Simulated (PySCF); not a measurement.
Molfile (atoms numbered from 1):
```
C6H10OSi
     RDKit          3D

 18 18  0  0  0  0  0  0  0  0999 V2000
    3.5790   -0.4703    0.1392 C   0  0  0  0  0  0  0  0  0  0  0  0
    2.2016   -0.2249   -0.2306 C   0  0  0  0  0  0  0  0  0  0  0  0
    1.0634   -0.0261   -0.5505 C   0  0  0  0  0  0  0  0  0  0  0  0
   -0.3222    0.2347   -0.8813 C   0  0  1  0  0  0  0  0  0  0  0  0
   -1.1363   -1.0666   -0.9959 C   0  0  0  0  0  0  0  0  0  0  0  0
   -2.5065   -0.7675   -0.8997 O   0  0  0  0  0  0  0  0  0  0  0  0
   -2.8517    0.6192   -0.1037 Si  0  0  0  0  0  4  0  0  0  0  0  0
   -1.0286    1.0972    0.1766 C   0  0  0  0  0  0  0  0  0  0  0  0
    3.9699    0.3772    0.7019 H   0  0  0  0  0  0  0  0  0  0  0  0
    4.1881   -0.6122   -0.7533 H   0  0  0  0  0  0  0  0  0  0  0  0
    3.6439   -1.3653    0.7575 H   0  0  0  0  0  0  0  0  0  0  0  0
   -0.3730    0.7510   -1.8474 H   0  0  0  0  0  0  0  0  0  0  0  0
   -0.8610   -1.7524   -0.1862 H   0  0  0  0  0  0  0  0  0  0  0  0
   -0.9622   -1.5691   -1.9514 H   0  0  0  0  0  0  0  0  0  0  0  0
   -3.5768    1.5025   -1.0116 H   0  0  0  0  0  0  0  0  0  0  0  0
   -3.5639    0.3286    1.1365 H   0  0  0  0  0  0  0  0  0  0  0  0
   -0.6928    0.8022    1.1722 H   0  0  0  0  0  0  0  0  0  0  0  0
   -0.7797    2.1480    0.0512 H   0  0  0  0  0  0  0  0  0  0  0  0
  1  2  1  0
  2  3  3  0
  3  4  1  0
  4  5  1  0
  5  6  1  0
  6  7  1  0
  7  8  1  0
  8  4  1  0
  1  9  1  0
  1 10  1  0
  1 11  1  0
  4 12  1  6
  5 13  1  0
  5 14  1  0
  7 15  1  0
  7 16  1  0
  8 17  1  0
  8 18  1  0
M  END
```

Geometry: GFN2-xTB; GIAO absolute shieldings from PySCF, gas phase, non-relativistic, averaged over equivalent atoms.

At PW91/pcSseg-1 (193 basis functions, 45 s wall time on 1 thread of an Arm Neoverse V1, shared host):
```csv
atoms,σ (ppm)
C3,97.4
C2,98.4
C5,100.5
C4,146.5
C8,157.7
C1,176.5
O6,289.1
Si7,329.5
H16,26.34
H15,26.45
H14,27.07
H13,27.85
H12,28.77
H9/H10/H11,29.63
H18,30.18
H17,30.39
```

Q: Predict the values at PBE0/pcSseg-1 on the same geometry.

A: 
```tsv
atoms	σ at PBE0/pcSseg-1	change
C3	100.8	+3.4
C2	101.8	+3.4
C5	109.7	+9.2
C4	155.0	+8.5
C8	164.9	+7.2
C1	182.1	+5.6
O6	303.2	+14.1
Si7	348.7	+19.2
H16	26.64	+0.30
H15	26.75	+0.30
H14	27.25	+0.18
H13	28.03	+0.18
H12	28.98	+0.21
H9/H10/H11	29.73	+0.10
H18	30.33	+0.15
H17	30.51	+0.12
```

The largest change is at Si7 (silicon bonded to C, O, 2 H, in a 5-membered ring). Cost: 193 basis functions, 52 s wall time on 1 thread of an Arm Neoverse N1, shared host. The order of the carbon signals is the same at both levels.
